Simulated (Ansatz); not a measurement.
Reactions of `N=C([SiH3])CS`.

Program: Ansatz. Geometries: PBE0-D4/def2-TZVP. ΔE: electronic, gas phase. CCSD(T)/CBS is the MP2 limit (def2-TZVPP, def2-QZVPP) plus CCSD(T) − MP2 in def2-TZVPP, frozen cores. This one scheme is used for every species, atoms too. For atomizations the MP2-based limit and the directly extrapolated one differ by several kJ/mol either way, and by 10 to 25 for some Ge, Se and Sn compounds, so smaller differences from it don't rank the levels. Functionals use def2-TZVPP. No spin–orbit coupling; open shells (•) take unrestricted orbitals. Spin–orbit coupling would lower the free atoms: a little for C, S, Si. def2 core potentials past Kr. Bonds to Sb are less sure, by a few kJ/mol each and by 10 to 20 or more in all where they break to atoms, as the def2 sets lack core-valence functions. One conformer a species, not always the lowest.

```csv
reaction,MP2/CBS(def2) (kcal/mol),PBE0-D4 (kcal/mol),HF/CBS(def2) (kcal/mol),B2PLYP (kcal/mol),CCSD(T)/CBS(def2) (kcal/mol)
`N=C([SiH3])CS` + `N[Si](N)(O)O` → `N[Si](N)(O)O[SiH3]` + `N=CCS`,-27.6,-25.5,-35.5,-28.6,-27.6
`N=C([SiH3])CS` + `[CH3][AlH][OH]` → `[CH3][AlH][O][SiH3]` + `N=CCS`,-28.0,-25.9,-37.5,-29.5,-28.0
`N=C([SiH3])CS` → `[CH2]` (triplet) + `N=C([SiH3])S`,103.8,99.9,66.3,97.7,101.0
`N=C([SiH3])CS` → `C[SiH]1NCS1`,-52.7,-50.6,-46.2,-46.5,-48.3
`N=C([SiH3])CS` → `C=NCS[SiH3]`,-9.1,-8.5,-9.9,-8.6,-8.2
`N=C([SiH3])CS` + `[NH2][SbH][OH]` → `[OH][SbH][NH][SiH3]` + `N=CCS`,-17.7,-15.5,-21.5,-17.6,-17.2
`N=C([SiH3])CS` → 2 C• + 7 H• + N• + S• + Si•,1013.2,1006.2,710.5,991.6,1003.5
`N=C([SiH3])CS` → `N=CCS` + `[SiH2]`,59.1,57.0,46.6,52.4,54.1
`N=C([SiH3])CS` → `C[SiH2]NC=S`,-43.0,-41.3,-40.0,-41.7,-40.0
`N=C([SiH3])CS` + `[SiH3]S` → `N=C([SiH3])S[SiH3]` + CH₃SH,0.8,0.5,3.7,0.9,1.4
```

Largest T1 diagnostic: 0.016, for `C[SiH2]NC=S`.
